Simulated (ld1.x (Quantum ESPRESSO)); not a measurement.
Before and after: TM potential for selenium

```json
{
  "Element": "selenium (Se)",
  "Generator": "ld1.x (Quantum ESPRESSO) 7.5",
  "Type": "norm-conserving Troullier–Martins (Kleinman–Bylander form)",
  "Functional": "PBE",
  "Relativity": "scalar-relativistic",
  "Frozen core": "[Ar] 3d10",
  "Valence charge": "6",
  "Reference configuration": "4s2 4p1 (charge +3)",
  "Partial waves": "4s (bound): rc 1.40 bohr; 4p (bound): rc 1.25 bohr; 4d channel at 0.1 Ry: rc 1.05 bohr",
  "Local potential": "the d channel",
  "Core correction": "a·sin(br)/r model core inside 0.55 bohr"
}
```

All-electron outer shells of the reference configuration (PBE, scalar-relativistic, ld1.x):

```tsv
shell	level (eV)	outermost node (bohr)	outermost maximum (bohr)
4s	-49.32	0.70	1.45
4p	-36.41	0.73	1.65
```

Change: all radii but the core radius scaled by about 1.17 (s 1.64, p 1.46, d 1.22 bohr).

Cutoffs: the cutoffs (Ry, on a coarse ladder) from which the occupation-weighted sum of valence levels, in a spherical-Bessel basis at the reference potential, stays within 10 and 1 mRy of its value at 400 Ry; they do not see the model core or the augmentation charge, which bear on the density cutoff. Errors are all-electron minus pseudo energies relative to the spin-unpolarised reference configuration.

Question: What does the change do?

Answer: The potential gets softer (50 Ry and 110 Ry → 45 Ry and 60 Ry); both files keep a bound ghost (p, s); of the 7 tests that both files solve, the error grows in 0 and shrinks in 7 by more than 15 % and 0.3 meV (median size 19.6 → 3.8 meV). A larger radius leaves more room for a smooth pseudo-wave, so fewer plane waves are needed. That the errors move this way runs against the usual rule that smaller radii transfer better.

```csv
quantity,base,changed
"cutoff, loose",50 Ry,45 Ry
"cutoff, tight",110 Ry,60 Ry
loose cutoff by channel (10 mRy a level),"s 40 Ry, p 45 Ry","s 35 Ry, p 40 Ry"
bound ghosts,"s, p","s, p"
"error for 4s2 4p4, meV [ΔE -62.06 eV]",+30,+3.8
"error for 4s2 4p3, meV [ΔE -51.22 eV]",+10,-1.6
"error for 4s2 4p2, meV [ΔE -30.87 eV]",+1.3,-0.7
"error for 4s2 4p0, meV [ΔE 42.18 eV]",-30,-24
"error for 4s0 4p6, meV [ΔE -40.10 eV]",+42,+12
"error for 4s2 4p3.5, meV [ΔE -57.75 eV]",+19,+0.3
"error for 4s1 4p4, meV [ΔE -39.68 eV]",+20,+7.6
```

 A true bound ghost makes a file unfit for plane-wave use even where its test errors are small: the radial tests pick states by their node count and pass the ghost by.
